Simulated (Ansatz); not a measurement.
`C[NH][SnH2][F]` + H₂S → `[F][SnH2][SH]` + CH₃NH₂ at 298.15 K and 1 bar (ligand exchange at the Sn–N bond).

Calculated with Ansatz (gas phase, PBE0-D4/def2-TZVP geometries, no zero-point term in ΔE). CCSD(T)/CBS is the MP2 limit (def2-TZVPP, def2-QZVPP) plus CCSD(T) − MP2 in def2-TZVPP, frozen cores. This one scheme is used for every species. Elements past krypton have def2 core potentials. For Sn outer-core shells are correlated without core-valence functions, which leaves a few kJ/mol of doubt a bond. Each species was taken in one conformer, which may not be the lowest.

```tsv
species	CCSD(T)/CBS energy (Eh)	H − E (kJ/mol)	S (J/(mol·K))
`C[NH][SnH2][F]`	-410.19979	202.9	347.8
H₂S	-398.97279	49.9	205.7
`[F][SnH2][SH]`	-713.44162	82.2	322.4
CH₃NH₂	-95.75281	180.0	240.4
```

H − E and S are ideal-gas, rigid-rotor, harmonic terms from PBE0-D4/def2-TZVP, for one conformer and one mirror image of each species. 1 Eh = 2625.50 kJ/mol, R = 8.31446 J/(mol·K).

Problem. By hand: ΔE, ΔH, ΔS and ΔG.

Solution. ΔE = (-713.44162) + (-95.75281) − (-410.19979) − (-398.97279) = -0.02185 Eh = -57.4 kJ/mol. Δ(H − E) = 82.2 + 180.0 − 202.9 − 49.9 = 9.4, so ΔH = -48.0 kJ/mol. ΔS = 322.4 + 240.4 − 347.8 − 205.7 = 9.3 J/(mol·K). ΔG = -48.0 − 298.15 × (9.3)/1000 = -50.8 kJ/mol.

Problem. By hand: the equilibrium constant, and the temperature at which ΔG would vanish if ΔH and ΔS stayed fixed.

Solution. log₁₀ K = −ΔG/(RT ln 10) = 8.9. ΔH and −TΔS have one sign here, so there is no such temperature.

The number of gas molecules stays the same, so ΔS is small and ΔH decides. A doubt of 5 kJ/mol in ΔE shifts log₁₀ K by 0.9 here. Other conformers and mirror images would add mixing entropy, several J/(mol·K) or more a flexible species. These are equilibria of isolated gas molecules and say nothing of rates. Largest T1 diagnostic: 0.013 (customary marks: 0.02 for closed shells, 0.045 for open ones).

ΔS is within the doubt of such terms, so its sign, and with it that verdict, could turn.
